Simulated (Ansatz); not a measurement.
Input file for CH3AlF2Si (`F[CH]1[SiH2][Al]1[F]`):

```yaml
crystal:
  periodic: [false, false, false]
  atoms:
    - {symbol: F, position_ang: [-1.141997, 0.115081, 1.838682]}
    - {symbol: C, position_ang: [-0.361489, 0.376445, 0.746354]}
    - {symbol: Si, position_ang: [0.763152, -0.904929, -0.155840]}
    - {symbol: Al, position_ang: [-0.452878, 0.850462, -1.136166]}
    - {symbol: F, position_ang: [-1.202082, 1.762047, -2.278579]}
    - {symbol: H, position_ang: [0.375368, 1.174154, 1.006743]}
    - {symbol: H, position_ang: [2.106077, -1.275167, 0.374105]}
    - {symbol: H, position_ang: [0.006049, -2.155295, -0.451100]}
basis:
  gaussian: {orbitals: def2-SVP}
correlation: {method: ccsd_t}
```

```sh
$ ansatz run in.yaml --threads 2 --pin off --events-out ev --progress --plain --max-ram 4352MiB
```

The program prints (abridged):

```
Functional definition: HF
882 factors; integrals over basis functions are off by at most 9.5e-4 eV
mean field evaluation 1: about -20921.5199 eV, gradient 3.5e1 eV
mean field evaluation 2: about -20921.5705 eV, gradient 3.5e1 eV
mean field evaluation 4: about -20924.5836 eV, gradient 3.2e0 eV
mean field evaluation 8: about -20924.6575 eV, gradient 3.6e-1 eV
mean field -20924.65858515 eV, -768.9670197612 hartree, gradient 5.3e-6 eV, S^2 0.000000; 0 other end points of the search recorded, 0 dependent functions left out
13 core orbitals not correlated: weight in the atoms' cores, before any rotation towards them, 1.000 or more for the frozen orbitals, at most 0.000 for the correlated occupied ones
reference -20924.65858515 eV, -768.9670197612 hartree; 14, 14 occupied and 66, 66 virtual orbitals, 882 factors
second order -17.91732499 eV of doubles, -0.00000000 eV of singles
cycle   1  -18.29952449 eV  change   -3.8e-1 eV  update   1.1e-1
cycle   2  -18.76355604 eV  change   -4.6e-1 eV  update   3.5e-2
cycle   3  -18.89572931 eV  change   -1.3e-1 eV  update   2.0e-2
cycle   4  -18.89170192 eV  change    4.0e-3 eV  update   5.2e-3
cycle   5  -18.88785543 eV  change    3.8e-3 eV  update   2.7e-3
cycle   6  -18.88798901 eV  change   -1.3e-4 eV  update   1.1e-3
cycle   7  -18.88796705 eV  change    2.2e-5 eV  update   5.5e-4
cycle   8  -18.88783633 eV  change    1.3e-4 eV  update   2.2e-4
cycle   9  -18.88790582 eV  change   -6.9e-5 eV  update   8.8e-5
cycle  10  -18.88795218 eV  change   -4.6e-5 eV  update   3.2e-5
cycle  11  -18.88793815 eV  change    1.4e-5 eV  update   1.2e-5
perturbative correction -0.47777147 eV, -0.0175577778 hartree
Total energy: -20944.02429478 eV, -769.6786964634 hartree
```

Run time 3.7 s (2 threads of an Arm Neoverse V2 on a shared host); peak host memory 0.31 GiB.

The correlation energy is -19.366 eV, 2.5 % of it from (T); the T1 diagnostic reads 0.0152.
